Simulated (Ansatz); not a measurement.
```yaml
crystal:
  periodic: [false, false, false]
  atoms:
    - {symbol: Si, position_ang: [-1.036182, -0.101653, 0.263539]}
    - {symbol: N, position_ang: [0.144729, -0.073100, 0.021511]}
    - {symbol: Si, position_ang: [0.857363, -0.804456, 0.498075]}
    - {symbol: Al, position_ang: [0.544458, 0.714382, -0.690550]}
    - {symbol: S, position_ang: [-0.276664, 1.885812, -1.316971]}
    - {symbol: H, position_ang: [-1.303575, 0.542128, 0.977439]}
    - {symbol: H, position_ang: [-1.627349, -0.006235, -0.466107]}
    - {symbol: H, position_ang: [-1.064806, -0.893816, 0.741163]}
    - {symbol: H, position_ang: [0.786222, -0.819668, 1.537341]}
    - {symbol: H, position_ang: [1.578706, -0.737816, 0.195231]}
    - {symbol: H, position_ang: [0.592358, -1.881143, 0.123158]}
    - {symbol: H, position_ang: [1.473171, 0.895240, -0.871964]}
    - {symbol: H, position_ang: [-1.076141, 1.272157, -1.024398]}
basis:
  gaussian: {orbitals: STO-3G}
total_charge: 1
magnetization: {spin_polarized: true, initial_magnetization: 1}
hamiltonian: {xc: {name: revPBE}, dispersion: d3bjatm}
output: {forces: true}
```

```sh
$ ansatz run in.yaml --threads 4 --pin off --events-out ev --progress --plain --max-ram 10444MiB
```

Shortened log:

```
Functional definition: revPBE
571 factors; integrals over basis functions are off by at most 5.1e-5 eV
mean field evaluation 1: about -34274.5561 eV, gradient 3.4e1 eV
mean field evaluation 2: about -34256.6887 eV, gradient 7.1e1 eV
mean field evaluation 4: about -34281.8130 eV, gradient 7.0e0 eV
mean field evaluation 8: about -34282.4910 eV, gradient 9.2e-2 eV
mean field evaluation 16: about -34282.4725 eV, gradient 6.5e-5 eV
mean field -34282.47245680 eV, -1259.8576252929 hartree, gradient 5.0e-5 eV, S^2 0.750816; 4 other end points of the search recorded, 0 dependent functions left out
reference -34282.47248117 eV, -1259.8576261887 hartree; 36, 35 occupied and 13, 14 virtual orbitals, 571 factors
Total energy: -34283.79987757 eV, -1259.9064071066 hartree
Atom 0 at    -1.036182    -0.101653     0.263539 Å, force   -27.420043     6.948755     3.645836 eV/Å
Atom 1 at     0.144729    -0.073100     0.021511 Å, force   -27.643703     0.354182     2.944289 eV/Å
Atom 2 at     0.857363    -0.804456     0.498075 Å, force    -9.348008   -54.004155    47.238659 eV/Å
Atom 3 at     0.544458     0.714382    -0.690550 Å, force    18.559072    32.170430   -37.561647 eV/Å
Atom 4 at    -0.276664     1.885812    -1.316971 Å, force    -2.294631    40.925237   -21.616588 eV/Å
Atom 5 at    -1.303575     0.542128     0.977439 Å, force    -9.070735    21.531055    22.347981 eV/Å
Atom 6 at    -1.627349    -0.006235    -0.466107 Å, force   -25.763872     3.250075   -30.565162 eV/Å
Atom 7 at    -1.064806    -0.893816     0.741163 Å, force    -5.721539   -38.295895    22.227636 eV/Å
Atom 8 at     0.786222    -0.819668     1.537341 Å, force    -0.405054    -0.791971    26.272137 eV/Å
Atom 9 at     1.578706    -0.737816     0.195231 Å, force    73.777722     5.852559   -28.770513 eV/Å
Atom 10 at     0.592358    -1.881143     0.123158 Å, force    -2.468684   -13.467889    -4.157314 eV/Å
Atom 11 at     1.473171     0.895240    -0.871964 Å, force    36.122391     6.107678    -6.734744 eV/Å
Atom 12 at    -1.076141     1.272157    -1.024398 Å, force   -18.322914   -10.580060     4.729428 eV/Å
Dipole moment:     0.016830     0.188085    -0.348906 e Å
```

Q: What is wrong with this run?

A: The geometry is squeezed to about two thirds of its size. Self-consistency was reached. The result belongs to that input, not to the molecule as meant.
